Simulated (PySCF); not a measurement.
Computed IR spectrum (relative IR intensity) of a molecule C3H12OSi2. Coordinates come from a PBE-D3(BJ)/def2-SVP optimisation. One conformer was computed; it need not be the lowest. Method: PBE-D3(BJ)/def2-SVP (PySCF). Frequencies are harmonic and unscaled.

Lines under 2 % of the strongest are left out, and lines within 2 cm⁻¹ are merged.

ν (cm⁻¹): 178 (w), 189 (vw), 218 (m), 268 (m), 596 (w), 607 (w), 655 (w), 684 (vw), 696 (m), 734 (w), 746 (m), 805 (m), 809 (s), 826 (m), 854 (vs), 867 (m), 876 (m), 891 (w), 921 (s), 980 (vw), 1022 (vs), 1213 (w), 1221 (w), 1391 (vw), 2123 (s), 2137 (s), 2189 (s), 2971 (w), 3068 (w), 3073 (w), 3765 (m) (against the strongest line: vs over 80 %, s over 45 %, m over 15 %, w over 4 %, vw less)

**Question.** Identify the compound among the candidates.
(A) CC[Si@H](O)[SiH2]C
(B) C[SiH](C)C[SiH2]O
(C) C[Si@H](CO)C[SiH3]
(D) CO[SiH2]CC[SiH3]

**Answer.** B, C[SiH](C)C[SiH2]O
